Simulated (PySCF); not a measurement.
## Manganese: highly charged ions in a basis for the neutral atom

Mn¹⁹⁺ [He] 2s2 2p2, Mn²⁰⁺ [He] 2s2 2p1. Computed with PySCF 2.14 in pcseg-2 (6s4p3d2f1g, 56 functions), with no relativity, point nucleus. No spin-orbit coupling, so a gap to NIST mixes the basis error with missing relativistic terms.

Changed run: basis of the neutral atom used for a highly charged ion. This setting is unsound on purpose.

```tsv
species	method	sound run (hartree)	changed run (hartree)	converged
Mn¹⁹⁺	UHF	not run	-858.26234	yes
Mn¹⁹⁺	PBE	not run	-858.22241	yes
Mn¹⁹⁺	M06-L	not run	-858.51267	yes
Mn²⁰⁺	UHF	not run	-801.94125	yes
Mn²⁰⁺	PBE	not run	-801.90387	yes
Mn²⁰⁺	M06-L	not run	-802.14719	yes
```

Ionisation energy of Mn¹⁹⁺:

```json
{"method": "UHF", "changed run (eV)": "1532.6", "NIST (eV)": "1537.2 ± 0.8"}
{"method": "PBE", "changed run (eV)": "1532.5", "NIST (eV)": "1537.2 ± 0.8"}
{"method": "M06-L", "changed run (eV)": "1533.8", "NIST (eV)": "1537.2 ± 0.8"}
```

The contracted functions were made for the neutral atom and can be too rigid for a highly charged ion.
